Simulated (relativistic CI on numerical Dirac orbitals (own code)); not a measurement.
**Line list: Electric-dipole lines, Sm⁵¹⁺**

Calculated at this level of theory: Dirac-Coulomb-Breit CI, separate exchange-only KLI orbitals for each configuration, a model potential for QED, unscaled Slater integrals (own radial code, finite nucleus).

Configuration list (outside the closed core [Ne]): 3s, 3p, 3d, 4s, 4p, 4d, 4f, 5s, 5p, 5d, 5f, 5g, 6s, 6p, 6d, 7s, 7p. Levels of other configurations are missing.

```
λ vac (Å)            Lower            Upper   A (s⁻¹)        gf  Branching (%)
   4.0946   3p 2P°_1/2 [2]   5d 2D_3/2 [16]  2.28e+13  2.30e-01           61.1
   4.3153   3p 2P°_3/2 [3]   5d 2D_5/2 [17]  2.70e+13  4.52e-01           71.7
   4.5288    3d 2D_3/2 [4]  5f 2F°_5/2 [18]  3.58e+13  6.60e-01           62.6
   4.5851    3d 2D_5/2 [5]  5f 2F°_7/2 [19]  3.72e+13  9.37e-01           66.3
   5.5420    3s 2S_1/2 [1]   4p 2P°_3/2 [8]  1.84e+13  3.39e-01           79.7
   5.7085   3p 2P°_1/2 [2]    4d 2D_3/2 [9]  4.12e+13  8.05e-01           81.8
   5.7121    3s 2S_1/2 [1]   4p 2P°_1/2 [7]  2.54e+13  2.48e-01           80.0
   6.1232   3p 2P°_3/2 [3]   4d 2D_5/2 [10]  5.14e+13  1.73e+00           99.7
   6.1723   3p 2P°_3/2 [3]    4d 2D_3/2 [9]  8.90e+12  2.03e-01           17.7
   6.5094    3d 2D_3/2 [4]  4f 2F°_5/2 [11]  1.00e+14  3.83e+00           93.3
   6.6143    3d 2D_5/2 [5]  4f 2F°_7/2 [12]  1.06e+14  5.54e+00           99.8
   6.6390    3d 2D_5/2 [5]  4f 2F°_5/2 [11]  7.00e+12  2.78e-01            6.5
   6.7585   3p 2P°_3/2 [3]    4s 2S_1/2 [6]  1.88e+13  2.58e-01           72.2
   8.9785   4p 2P°_3/2 [8]   6d 2D_5/2 [26]  6.29e+12  4.56e-01           24.8
   12.369    4s 2S_1/2 [6]  5p 2P°_3/2 [15]  3.97e+12  3.64e-01           20.6
   12.655   4p 2P°_1/2 [7]   5d 2D_3/2 [16]  7.50e+12  7.20e-01           20.1
   12.796    4s 2S_1/2 [6]  5p 2P°_1/2 [14]  5.60e+12  2.75e-01           22.0
   13.456   4p 2P°_3/2 [8]   5d 2D_5/2 [17]  1.00e+13  1.63e+00           26.6
   14.100    4d 2D_3/2 [9]  5f 2F°_5/2 [18]  1.76e+13  3.16e+00           30.9
   14.304   4d 2D_5/2 [10]  5f 2F°_7/2 [19]  1.88e+13  4.62e+00           33.6
   14.784  4f 2F°_5/2 [11]   5g 2G_7/2 [20]  3.04e+13  7.96e+00           95.7
   14.870  4f 2F°_7/2 [12]   5g 2G_9/2 [21]  3.12e+13  1.03e+01           99.2
   15.006   4p 2P°_3/2 [8]   5s 2S_1/2 [13]  6.26e+12  4.22e-01           29.8
   23.214   5s 2S_1/2 [13]  6p 2P°_3/2 [24]  1.22e+12  3.94e-01            8.7
   23.643  5p 2P°_1/2 [14]   6d 2D_3/2 [25]  2.06e+12  6.92e-01            8.1
   25.011  5p 2P°_3/2 [15]   6d 2D_5/2 [26]  2.87e+12  1.61e+00           11.3
   28.084  5p 2P°_3/2 [15]   6s 2S_1/2 [22]  2.49e+12  5.89e-01           16.6
   28.246   5d 2D_5/2 [17]  6p 2P°_3/2 [24]  1.03e+12  4.94e-01            7.3
   39.540   3p 2P°_1/2 [2]    3d 2D_3/2 [4]  3.86e+11  3.62e-01           97.9
   43.433    3s 2S_1/2 [1]   3p 2P°_3/2 [3]  4.15e+11  4.70e-01          100.0
   47.032   6d 2D_5/2 [26]  7p 2P°_3/2 [29]  5.33e+11  7.07e-01            5.3
   47.111  6p 2P°_3/2 [24]   7s 2S_1/2 [27]  1.14e+12  7.59e-01           10.5
   66.105   3p 2P°_3/2 [3]    3d 2D_5/2 [5]  1.01e+11  3.96e-01          100.0
   100.29   4p 2P°_1/2 [7]    4d 2D_3/2 [9]  1.02e+11  6.13e-01            0.2
   105.78    4s 2S_1/2 [6]   4p 2P°_3/2 [8]  9.96e+10  6.68e-01            0.4
   169.57   4p 2P°_3/2 [8]   4d 2D_5/2 [10]  2.56e+10  6.62e-01            0.0
   201.99  5p 2P°_1/2 [14]   5d 2D_3/2 [16]  3.42e+10  8.37e-01            0.1
   210.36   5s 2S_1/2 [13]  5p 2P°_3/2 [15]  3.24e+10  8.60e-01            0.2
   342.45  5p 2P°_3/2 [15]   5d 2D_5/2 [17]  8.55e+09  9.02e-01            0.0
   355.33  6p 2P°_1/2 [23]   6d 2D_3/2 [25]  1.38e+10  1.05e+00            0.1
   368.17   6s 2S_1/2 [22]  6p 2P°_3/2 [24]  1.29e+10  1.05e+00            0.1
   532.81   5d 2D_3/2 [16]  5f 2F°_5/2 [18]  1.79e+09  4.56e-01            0.0
   590.20   7s 2S_1/2 [27]  7p 2P°_3/2 [29]  5.90e+09  1.23e+00            0.1
   602.83  6p 2P°_3/2 [24]   6d 2D_5/2 [26]  3.45e+09  1.13e+00            0.0
   668.89   5d 2D_5/2 [17]  5f 2F°_7/2 [19]  9.69e+08  5.20e-01            0.0
```

Terms are leading LS components. Brackets give the number of a level in order of energy, since labels repeat. The list gives strong lines, with weight on those to low levels, without lines whose two gauges differ by over a factor of 2.5. Levels whose partners in the same complex of configurations lie outside the list can be far off, and so can their lines. Rates are taken at the computed energies, electric ones in the length gauge.

At this charge energies of transitions that change n are usually good to better than 1 %, and those within a shell (Δn = 0) to a few per cent.
